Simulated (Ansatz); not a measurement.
Ansatz (a program for electronic structure) input:

Ansatz 0.2 input:
```yaml
crystal:
  periodic: [false, false, false]
  atoms:
    - {symbol: Si, position_ang: [-0.02266996, 0.06402950, 0.00824395]}
    - {symbol: Br, position_ang: [1.26966030, -1.56356496, -0.21438292]}
    - {symbol: F, position_ang: [0.38686871, 1.55345071, 0.08303214]}
    - {symbol: F, position_ang: [-1.56294453, -0.00149179, 0.12913371]}
basis:
  gaussian:
    orbitals: def2-TZVP
hamiltonian:
  xc: b3lyp
  dispersion: d3bj
total_charge: 1
relax: {f_tol: 0.002, max_steps: 150}
```

Problem. Predict the final energy.

Solution. -3063.30529 Eh (B3LYP-D3(BJ)/def2-TZVP). The basis has 147 functions. The run takes roughly 30 core-seconds.
